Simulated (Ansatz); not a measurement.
H5N2O2Ta (SMILES [NH2][Ta]([NH2])(=[O])[OH]) moved off its minimum; all values from Ansatz (a quantum-chemistry and plane-wave program), cores frozen in correlated methods. Elements past Kr take the def2 small-core potentials, without spin–orbit coupling.
(charge 0, multiplicity 1)
```xyz
10

Ta     0.0488    -0.0348    -0.0046
O      1.1465     0.9024    -0.9864
O      0.8281    -0.9609     1.3882
H      1.6616    -1.1315     1.6563
N     -0.9221    -1.3064    -1.1818
H     -0.8662    -1.3458    -2.1795
H     -1.7382    -1.8251    -0.8051
N     -1.1224     1.4312     0.7502
H     -1.0665     2.3487     0.4814
H     -1.9037     1.2862     1.3147
```

Question: Give the forces (eV/Å), the total energy and the dipole at CCSD(T)/def2-TZVPP.

Answer: 
```
atom      Fx      Fy      Fz
----  ------  ------  ------
Ta1   -1.144   2.786  -1.798
O2     0.134  -0.463   0.049
O3    -2.591  -0.617   0.671
H4     3.994  -0.871   1.462
N5    -1.034  -0.638   0.673
H6    -0.187  -0.172  -0.382
H7     0.859   0.345  -0.705
N8     1.144  -2.730  -0.265
H9     0.214   2.587  -0.788
H10   -1.388  -0.228   1.083
```
Energy -319.3853 hartree, dipole 2.97 D.
